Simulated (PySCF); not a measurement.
Simulation results for BFH3Si, CH5BN2, CH7BOSi, CH4AlB and others

All values are calculated (PySCF 2.14.0). Calculation on a computer-drawn molecule: optimised geometry and harmonic frequencies of an isolated molecule of the commonest isotopes, restricted reference for singlets and unrestricted otherwise, frozen core in MP2.

(1) BFH3Si

Start structure:
```xyz
6
BFH3Si
F     -1.7175     0.3326    -0.4332
B     -1.0882     0.9434    -1.4356
Si     0.6997     1.8069    -1.1243
H     -1.6616     1.0075    -2.4878
H      1.5247     1.3510     0.0149
H      1.5209     2.0750    -2.3245
```

| Item | Value |
| --- | --- |
| charge | 0 |
| multiplicity | 2 |
| method | MP2 |
| basis | cc-pV(D+d)Z |
| rotational constants | 44.05, 4.63, 4.19 GHz |
| total energy | -415.1601 hartree |
| spin squared | 0.7641 |
| convergence status largest gradient component | 2.188e-05 hartree/bohr |

Drawn bonds:
| atom | other atom | order |
| --- | --- | --- |
| 1 | 2 | 1 |
| 2 | 3 | 1 |
| 2 | 4 | 1 |
| 3 | 5 | 1 |
| 3 | 6 | 1 |

Optimised structure:
```xyz
6
BFH3Si
F     -1.7712     0.3518    -0.4147
B     -1.0948     0.9257    -1.4304
Si     0.7637     1.5547    -1.1965
H     -1.6569     1.0461    -2.4927
H      1.5389     1.4556     0.0568
H      1.4984     2.1825    -2.3129
```

Modes:
| frequency (cm⁻¹) | reduced mass (dalton) |
| --- | --- |
| 151.8 | 1.164 |
| 245.5 | 2.848 |
| 298.8 | 1.234 |
| 529.6 | 1.807 |
| 706.5 | 2.839 |
| 780.7 | 1.445 |
| 952.3 | 1.064 |
| 1099 | 1.438 |
| 1283 | 4.552 |
| 2311 | 1.029 |
| 2336 | 1.056 |
| 2665 | 1.093 |

(2) CH5BN2

Start structure:
```xyz
9
CH5BN2
C      0.5743    -0.3344    -1.3113
N     -0.8918     0.0390    -1.3628
B     -1.5387     0.6450    -0.3644
N     -2.2202     1.1165     0.5822
H      1.0943    -0.0383    -2.2662
H      0.6443    -1.4265    -1.3119
H      1.0276     0.0174    -0.4803
H     -1.3065    -0.2641    -2.2295
H     -2.5759     1.8313     1.0991
```

| Item | Value |
| --- | --- |
| charge | 0 |
| multiplicity | 1 |
| method | HF |
| basis | cc-pVDZ |
| rotational constants | 39.16, 4.137, 3.854 GHz |
| total energy | -174.4013 hartree |
| convergence status largest gradient component | 1.978e-05 hartree/bohr |

Drawn bonds:
| atom | other atom | order |
| --- | --- | --- |
| 1 | 2 | 1 |
| 2 | 3 | 1 |
| 3 | 4 | 2 |
| 1 | 5 | 1 |
| 1 | 6 | 1 |
| 1 | 7 | 1 |
| 2 | 8 | 1 |
| 4 | 9 | 1 |

Optimised structure:
```xyz
9
CH5BN2
C      0.5413    -0.3608    -1.3460
N     -0.8694    -0.0249    -1.3675
B     -1.5598     0.6017    -0.3493
N     -2.2071     1.0597     0.6279
H      1.0786     0.1246    -2.1639
H      0.6951    -1.4393    -1.4228
H      0.9799    -0.0251    -0.4080
H     -1.3694    -0.2988    -2.1876
H     -2.4819     1.9488     0.9722
```

Modes:
| frequency (cm⁻¹) | reduced mass (dalton) |
| --- | --- |
| 85.81 | 1.241 |
| 213.1 | 3.47 |
| 337.2 | 1.107 |
| 368.2 | 1.196 |
| 534.6 | 8.783 |
| 578.4 | 1.201 |
| 610.7 | 4.037 |
| 914.9 | 4.058 |
| 1217 | 1.321 |
| 1236 | 1.277 |
| 1240 | 3.151 |
| 1556 | 1.399 |
| 1580 | 1.214 |
| 1592 | 1.042 |
| 1626 | 1.071 |
| 2073 | 8.1 |
| 3178 | 1.036 |
| 3239 | 1.107 |
| 3287 | 1.103 |
| 3850 | 1.076 |
| 3983 | 1.089 |

(3) CH7BOSi

Start structure:
```xyz
11
CH7BOSi
C     -2.2364    -1.9750    -0.8847
O     -1.2299    -1.2417    -0.4183
B      0.0685    -1.3050    -0.7845
Si     1.3154    -0.0625     0.1251
H     -2.9753    -1.3733    -1.4325
H     -2.7688    -2.5358    -0.1193
H     -1.8751    -2.7471    -1.6132
H      0.3362    -2.1856    -1.5194
H      2.0823     0.8183    -0.8663
H      2.3494    -0.6989     0.9883
H      0.6443     0.8802     1.0695
```

| Item | Value |
| --- | --- |
| charge | 0 |
| multiplicity | 1 |
| method | HF |
| basis | cc-pV(D+d)Z |
| rotational constants | 29, 2.173, 2.097 GHz |
| total energy | -430.4483 hartree |
| convergence status largest gradient component | 5.223e-06 hartree/bohr |

Drawn bonds:
| atom | other atom | order |
| --- | --- | --- |
| 1 | 2 | 1 |
| 2 | 3 | 1 |
| 3 | 4 | 1 |
| 1 | 5 | 1 |
| 1 | 6 | 1 |
| 1 | 7 | 1 |
| 3 | 8 | 1 |
| 4 | 9 | 1 |
| 4 | 10 | 1 |
| 4 | 11 | 1 |

Optimised structure:
```xyz
11
CH7BOSi
C     -2.2784    -2.0311    -0.9404
O     -1.2815    -1.1961    -0.3992
B      0.0198    -1.2913    -0.7049
Si     1.3535    -0.0040     0.1650
H     -3.0095    -1.4139    -1.4615
H     -2.7785    -2.5550    -0.1265
H     -1.8534    -2.7570    -1.6344
H      0.3830    -2.1371    -1.4899
H      2.0713     0.7715    -0.8823
H      2.3782    -0.7688     0.9258
H      0.7062     0.9564     1.0930
```

Modes:
| frequency (cm⁻¹) | reduced mass (dalton) |
| --- | --- |
| 56.4 | 1.138 |
| 113.2 | 1.247 |
| 161.7 | 2.965 |
| 183.4 | 2.891 |
| 367.2 | 4.187 |
| 532.4 | 1.117 |
| 552.8 | 1.501 |
| 759.3 | 2.26 |
| 908.4 | 1.57 |
| 991.7 | 1.119 |
| 1023 | 1.056 |
| 1029 | 1.037 |
| 1065 | 3.697 |
| 1191 | 1.421 |
| 1279 | 1.279 |
| 1294 | 1.417 |
| 1449 | 4.847 |
| 1594 | 1.046 |
| 1598 | 1.166 |
| 1610 | 1.103 |
| 2273 | 1.049 |
| 2281 | 1.038 |
| 2300 | 1.033 |
| 2625 | 1.09 |
| 3194 | 1.031 |
| 3284 | 1.108 |
| 3285 | 1.108 |

(4) CH4AlB

Start structure:
```xyz
7
CH4AlB
C     -0.7809     0.8845     0.5239
B     -1.2005    -0.0260    -0.4165
Al    -1.7890    -1.4198    -1.8333
H     -0.1288     1.7817     0.3246
H     -0.9293     0.8659     1.5735
H     -3.1361    -1.4444    -2.6234
H     -0.9835    -2.6926    -2.2761
```

| Property | Result |
| --- | --- |
| charge | 0 |
| multiplicity | 1 |
| method | HF |
| basis | cc-pV(D+d)Z |
| rotational constants | 91.86, 3.744, 3.597 GHz |
| total energy | -306.7262 hartree |
| convergence status largest gradient component | 9.16e-06 hartree/bohr |

Drawn bonds:
| atom | other atom | order |
| --- | --- | --- |
| 1 | 2 | 2 |
| 2 | 3 | 1 |
| 1 | 4 | 1 |
| 1 | 5 | 1 |
| 3 | 6 | 1 |
| 3 | 7 | 1 |

Optimised structure:
```xyz
7
CH4AlB
C     -0.7534     0.8885     0.5128
B     -1.1701    -0.0496    -0.4304
Al    -1.7993    -1.4659    -1.8549
H      0.2960     1.0603     0.7357
H     -1.4563     1.4972     1.0749
H     -3.3418    -1.6641    -2.1289
H     -0.7231    -2.3171    -2.6365
```

Modes:
| frequency (cm⁻¹) | reduced mass (dalton) |
| --- | --- |
| 190 | 1.816 |
| 195 | 3.988 |
| 293 | 1.008 |
| 466.7 | 1.172 |
| 478.4 | 6.48 |
| 634.1 | 1.208 |
| 714.8 | 1.848 |
| 834.3 | 1.07 |
| 875.2 | 1.321 |
| 1379 | 1.245 |
| 1648 | 4.149 |
| 1994 | 1.06 |
| 1996 | 1.024 |
| 3285 | 1.063 |
| 3363 | 1.108 |

(5) C2H7NSi

Start structure:
```xyz
11
C2H7NSi
N     -1.6840    -1.2045    -2.0622
C     -1.2971    -1.5874    -0.7322
C     -1.9631    -0.6207     0.2063
Si    -2.6785     0.9045    -0.3395
H     -2.6616    -1.4626    -2.3206
H     -1.1712    -1.7910    -2.8011
H     -1.5213    -2.5352    -0.4866
H     -0.2451    -1.4223    -0.7194
H     -1.9278    -0.9133     1.2197
H     -2.7393     1.4733    -1.6458
H     -3.3587     1.7413     0.6679
```

| Item | Value |
| --- | --- |
| charge | 0 |
| multiplicity | 1 |
| method | HF |
| basis | cc-pV(D+d)Z |
| rotational constants | 13.12, 3.508, 2.853 GHz |
| total energy | -423.1307 hartree |
| convergence status largest gradient component | 7.493e-06 hartree/bohr |

Drawn bonds:
| atom | other atom | order |
| --- | --- | --- |
| 1 | 2 | 1 |
| 2 | 3 | 1 |
| 3 | 4 | 2 |
| 1 | 5 | 1 |
| 1 | 6 | 1 |
| 2 | 7 | 1 |
| 2 | 8 | 1 |
| 3 | 9 | 1 |
| 4 | 10 | 1 |
| 4 | 11 | 1 |

Optimised structure:
```xyz
11
C2H7NSi
N     -1.6313    -1.2720    -2.1811
C     -1.3300    -1.5517    -0.7860
C     -1.9670    -0.5450     0.1340
Si    -2.7117     0.9309    -0.2645
H     -2.5822    -1.5338    -2.3840
H     -1.0505    -1.8286    -2.7841
H     -1.6292    -2.5636    -0.4752
H     -0.2426    -1.5118    -0.6648
H     -1.9232    -0.7927     1.1921
H     -2.9127     1.4806    -1.6106
H     -3.2672     1.7698     0.8106
```

Modes:
| frequency (cm⁻¹) | reduced mass (dalton) |
| --- | --- |
| 179.5 | 1.639 |
| 195.5 | 3.99 |
| 296 | 1.047 |
| 424 | 1.415 |
| 506 | 1.801 |
| 567 | 1.135 |
| 712.5 | 1.926 |
| 848.4 | 1.091 |
| 873.5 | 3.172 |
| 945.7 | 1.205 |
| 1031 | 1.107 |
| 1062 | 1.782 |
| 1081 | 1.455 |
| 1206 | 1.65 |
| 1262 | 1.394 |
| 1413 | 1.435 |
| 1475 | 1.858 |
| 1531 | 1.496 |
| 1606 | 1.084 |
| 1782 | 1.097 |
| 2363 | 1.039 |
| 2391 | 1.045 |
| 3102 | 1.074 |
| 3175 | 1.089 |
| 3296 | 1.086 |
| 3713 | 1.052 |
| 3792 | 1.092 |

(6) BH4OSi

Start structure:
```xyz
7
BH4OSi
B     -1.4294    -0.8228    -3.1105
O     -1.0631    -0.7999    -1.7484
Si    -0.6591    -0.7808    -0.2560
H     -2.4331    -1.3964    -3.3744
H     -0.6979    -0.2667    -3.8600
H     -1.1392     0.3132     0.5741
H      0.1819    -1.8574     0.2443
```

| Item | Value |
| --- | --- |
| charge | 1 |
| multiplicity | 1 |
| method | MP2 |
| basis | cc-pV(D+d)Z |
| rotational constants | 88.59, 5.193, 5.138 GHz |
| total energy | -390.9297 hartree |
| convergence status largest gradient component | 2.504e-05 hartree/bohr |

Drawn bonds:
| atom | other atom | order |
| --- | --- | --- |
| 1 | 2 | 1 |
| 2 | 3 | 1 |
| 1 | 4 | 1 |
| 1 | 5 | 1 |
| 3 | 6 | 1 |
| 3 | 7 | 1 |

Optimised structure:
```xyz
7
BH4OSi
B     -1.4339    -0.8232    -3.1274
O     -1.0647    -0.8005    -1.7547
Si    -0.6537    -0.7806    -0.2371
H     -2.4455    -1.4028    -3.3798
H     -0.6902    -0.2600    -3.8708
H     -1.1429     0.3238     0.5854
H      0.1911    -1.8676     0.2534
```

Modes:
| frequency (cm⁻¹) | reduced mass (dalton) |
| --- | --- |
| 90.84 | 4.068 |
| 153.7 | 3.792 |
| 288.2 | 1.008 |
| 702.7 | 1.201 |
| 738.9 | 1.152 |
| 739.2 | 4.112 |
| 981.1 | 1.116 |
| 985.3 | 1.286 |
| 1067 | 1.316 |
| 1259 | 1.144 |
| 1299 | 10.99 |
| 2383 | 1.025 |
| 2443 | 1.064 |
| 2712 | 1.04 |
| 2858 | 1.143 |

(7) BFH3Si

Start structure:
```xyz
6
BFH3Si
F     -2.2018     2.6237     0.7638
B     -2.3252     1.8181    -0.1541
Si    -1.2743     2.1701    -1.8008
H     -3.0408     0.8511     0.0121
H      0.0130     1.8109    -2.2464
H     -1.9072     2.9950    -2.9300
```

| Quantity | Value |
| --- | --- |
| charge | 1 |
| multiplicity | 1 |
| method | HF |
| basis | cc-pV(D+d)Z |
| rotational constants | 39.53, 4.534, 4.279 GHz |
| total energy | -414.5299 hartree |
| convergence status largest gradient component | 2.904e-05 hartree/bohr |

Drawn bonds:
| atom | other atom | order |
| --- | --- | --- |
| 1 | 2 | 1 |
| 2 | 3 | 1 |
| 2 | 4 | 1 |
| 3 | 5 | 1 |
| 3 | 6 | 1 |

Optimised structure:
```xyz
6
BFH3Si
F     -2.1727     2.6648     0.8254
B     -2.3419     1.7913    -0.1220
Si    -1.3239     2.2293    -1.8940
H     -3.0107     0.8157    -0.0247
H      0.0358     1.7492    -2.1642
H     -1.9229     3.0186    -2.9759
```

Modes:
| frequency (cm⁻¹) | reduced mass (dalton) |
| --- | --- |
| 99.2 | 1.168 |
| 238.4 | 4.836 |
| 442.6 | 1.077 |
| 543 | 3.1 |
| 732.3 | 1.456 |
| 866 | 1.59 |
| 1017 | 1.079 |
| 1133 | 1.223 |
| 1380 | 7.695 |
| 2395 | 1.029 |
| 2430 | 1.057 |
| 2840 | 1.097 |

(8) B2FO

Start structure:
```xyz
4
B2FO
O     -3.1065     2.6548     2.6909
B     -2.1471     1.9948     2.7680
B     -0.7656     1.0446     2.8789
F      0.2312     0.3590     2.9588
```

| Quantity | Value |
| --- | --- |
| charge | 1 |
| multiplicity | 1 |
| method | MP2 |
| basis | cc-pVDZ |
| rotational constants | 3.122, 3.122 GHz |
| total energy | -223.9218 hartree |
| convergence status largest gradient component | 1.521e-05 hartree/bohr |

Drawn bonds:
| atom | other atom | order |
| --- | --- | --- |
| 1 | 2 | 2 |
| 2 | 3 | 1 |
| 3 | 4 | 1 |

Optimised structure:
```xyz
4
B2FO
O     -3.1310     2.6716     2.6890
B     -2.1301     1.9831     2.7693
B     -0.7711     1.0484     2.8784
F      0.2441     0.3501     2.9599
```

Modes:
| frequency (cm⁻¹) | reduced mass (dalton) |
| --- | --- |
| 175.9 | 12.75 |
| 176 | 12.75 |
| 467.4 | 11.44 |
| 467.4 | 11.44 |
| 585 | 15.22 |
| 1711 | 12.75 |
| 1944 | 12.12 |
